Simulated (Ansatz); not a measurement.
## F⁻ ··· CH₅N

The pair of F⁻ (SMILES [F-], atom 1) and CH₅N (SMILES CN, atoms 2–8), both closed shells, in one local arrangement (a lower one may exist), relaxed at PBE0-D4/def2-TZVPD:

| atom | x (Å) | y (Å) | z (Å) |
| --- | --- | --- | --- |
| F1 | 1.3531 | -0.2668 | -2.1417 |
| C2 | -0.6967 | -0.1449 | 0.4558 |
| N3 | 0.7217 | 0.1109 | 0.3614 |
| H4 | -1.3253 | 0.4166 | -0.2611 |
| H5 | -1.0848 | 0.0651 | 1.4644 |
| H6 | -0.8849 | -1.2062 | 0.2594 |
| H7 | 0.8845 | 1.1015 | 0.5097 |
| H8 | 1.0324 | -0.0761 | -0.6479 |

Program: Ansatz 0.2.0. Basis: def2-TZVPPD, with def2-QZVPPD for the basis limit. Cores are frozen in the correlated methods. B3LYP uses VWN-RPA correlation. Extrapolation: Hartree–Fock as exp(−7.88 √X), correlation as X^−2.97. Interaction energies count from these two fragments, frozen as in the pair, with the counterpoise correction; negative means bound.

Task: What is the interaction energy by CCSD(T) at an estimated basis limit (MP2 extrapolated from triple and quadruple zeta, plus CCSD(T) − MP2 in triple zeta)? (To be estimated.)

Result: By the calculation: -19.67 kcal/mol. Hartree–Fock alone gives -16.41 kcal/mol at the basis limit. It counts from the two fragments frozen as in the pair.

The same quantity by other methods in triple zeta, and each one's difference from that estimate:
| method | E_int (kcal/mol) | difference |
| --- | --- | --- |
| PBE-D4 | -20.55 | -0.88 |
| revPBE-D4 | -19.46 | 0.21 |
| BLYP-D4 | -19.16 | 0.51 |
| r2SCAN-D4 | -21.19 | -1.52 |
| B97M-V | -19.68 | -0.01 |
| PBE0-D4 | -20.77 | -1.10 |
| B3LYP-D4 | -19.85 | -0.18 |
| HSE06-D4 | -20.78 | -1.11 |
| wB97X-V | -19.28 | 0.39 |
| wB97M-V | -19.53 | 0.14 |
| B2PLYP | -18.62 | 1.05 |
| HF | -16.29 | 3.38 |
| MP2 | -18.46 | 1.21 |
| CCSD | -18.17 | 1.50 |
| CCSD(T) | -18.63 | 1.04 |
Differences are method less estimate.

Task: Which atoms make the shortest contact between the fragments?

Result: F1 and H8, 1.54 Å apart.

Energy to bend the free fragments (PBE0-D4 minima) into their shapes in the pair, CCSD(T)/def2-TZVPPD: CH₅N 1.93 kcal/mol. This must be added to the interaction energy to get the binding energy from relaxed fragments.

Basis-set superposition shift (counterpoise-corrected less uncorrected): CCSD(T) 1.02; MP2 1.01; HF 0.05; PBE0-D4 0.07; wB97M-V 0.07 kcal/mol.

T1 diagnostic: at most 0.023.

For scale, one of the runs: CCSD(T)/def2-TZVPPD, 199 basis functions, launched by `ansatz run in.yaml --threads 2 --pin off --events-out ev --progress --plain --max-ram 5222MiB`. The run took 67 s on 2 CPU threads of an Arm Neoverse V1 (shared host), with 2.6 GiB of host memory at its peak.
